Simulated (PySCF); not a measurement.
**Relaxation of doublet AsH₄**

Level of theory: PySCF, UPBE0, basis As def2-TZVP, H def2-TZVP (no relativity, density fitting). A (50,194) grid was used.

A hand-made square planar start, of D4h symmetry, held to at least that symmetry:

```xyz
5
charge 0 multiplicity 2, angstrom
As    0.0000    0.0000    0.0000
H     1.5300    0.0000    0.0000
H     0.0000    1.5300    0.0000
H    -1.5300    0.0000    0.0000
H     0.0000   -1.5300    0.0000
```

(1) What does it relax to?

(2) How much energy is released, and in how many steps?

Answers

(1) It ends at D4h with As–H 1.569 Å (×4); H–As–H 90.0° (×4), H–As–H 180.0° (×2). A frequency run shows 1 imaginary mode, down to 2028i cm⁻¹, so it is a saddle point.

(2) 5.1 kJ/mol in 3 steps.

The relaxation took roughly 18 core-seconds on a shared host.
